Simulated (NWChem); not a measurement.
## H6BP

```xyz
8

B     -0.8495     1.0836     0.0000
H     -0.5599     1.6807     1.0328
H     -0.5599     1.6807    -1.0328
H     -1.9678     0.5773     0.0000
P      0.3372    -0.4301     0.0000
H      1.7471    -0.1934     0.0000
H      0.2651    -1.3556    -1.0874
H      0.2651    -1.3556     1.0874
```
Charge 0, spin multiplicity 1.

Program: NWChem. All single points use one geometry, from PBE/def2-SVP, a minimum by its harmonic frequencies.

Symmetry labels belong to the abelian group Cs used in the runs, with the axes of the coordinates shown; states degenerate in a higher group split over its labels.

The structure started from a generated list of species.

Q: List the lowest 4 singlet excitations that CIS/def2-SVPD gives, with oscillator strengths.

A: 
| state | symmetry | energy (eV) | wavelength (nm) | f |
|---|---|---|---|---|
| 1 | a' | 9.12 | 136 | 0.014 |
| 2 | a" | 9.12 | 136 | 0.014 |
| 3 | a' | 9.21 | 135 | 0.096 |
| 4 | a" | 9.21 | 135 | 0.096 |
